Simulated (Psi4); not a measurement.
Torsional profile of C9H12O, SMILES c1(O)ccccc1C(C)C. Scanned: dihedral C1–C2–C4–C5; all other coordinates were relaxed at GFN2-xTB.

Geometry of the scan point at 135° (Å):
```
22

C     -2.2220     0.4125    -1.1127
C     -1.4167     0.1593     0.1615
C     -1.7877    -1.2022     0.7582
C      0.0763     0.2142    -0.0594
C      0.8688     0.9111     0.8427
C      2.2467     0.9645     0.7290
C      2.8694     0.2937    -0.3062
C      2.1067    -0.4329    -1.2008
C      0.7234    -0.4935    -1.0796
O     -0.0008    -1.2567    -1.9501
H     -3.2820     0.4693    -0.8730
H     -2.0700    -0.3880    -1.8283
H     -1.9214     1.3528    -1.5711
H     -1.6722     0.9370     0.8899
H     -2.8533    -1.2420     0.9737
H     -1.2382    -1.3774     1.6809
H     -1.5461    -1.9933     0.0534
H      0.3855     1.4411     1.6513
H      2.8284     1.5239     1.4459
H      3.9429     0.3255    -0.4170
H      2.5874    -0.9761    -2.0056
H      0.5977    -1.6643    -2.5877
```

Computed with PBE-D3(BJ)/def2-SVP // GFN2-xTB (Psi4).

Scanned values (°): -165, -150, -135, -120, -105, -90, -75, -60, -45, -30, -15, 0, 15, 30, 45, 60, 75, 90, 105, 120, 135, 150, 165, 180.

Task: Describe the profile: where are the wells and the tops?

Result: Lower than their neighbours: -105° (0.0 kcal/mol), -15° (0.1 kcal/mol), 120° (0.5 kcal/mol). Higher than their neighbours: -165° (6.3 kcal/mol), -60° (0.7 kcal/mol), 45° (6.1 kcal/mol). The whole profile spans 6.3 kcal/mol.
